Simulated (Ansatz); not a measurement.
Mulliken charges of Cl₄OW (`[O]=[W]([Cl])([Cl])([Cl])[Cl]`) from r2SCAN/def2-TZVPP in Ansatz (PBE0-D4/def2-TZVP geometry).

| atom | x (Å) | y (Å) | z (Å) | charge (e) |
| --- | --- | --- | --- | --- |
| O1 | -1.732 | -0.141 | 0.210 | -0.251 |
| W2 | -0.082 | -0.017 | 0.003 | 1.022 |
| Cl3 | 0.788 | -1.019 | 1.866 | -0.193 |
| Cl4 | 0.474 | -1.930 | -1.122 | -0.193 |
| Cl5 | 0.147 | 1.067 | -1.997 | -0.193 |
| Cl6 | 0.446 | 1.976 | 0.992 | -0.193 |

Q: By hand: the dipole of these point charges (1 e Å = 4.8032 D).

A: Σ q r = (-0.007, 0.000, 0.001) e Å, of length 0.007 e Å = 0.03 D.

Q: How does the dipole of the full density compare? (An estimate is asked.)

A: Ansatz gave: (0.120, 0.009, -0.015) e Å, 0.58 D; the point charges give 0.05 times that, at 176° from its direction, so they point the opposite way.

Point charges leave out the atoms' own dipoles, such as those of lone pairs, and Mulliken's split depends on the basis, so the two needn't agree.
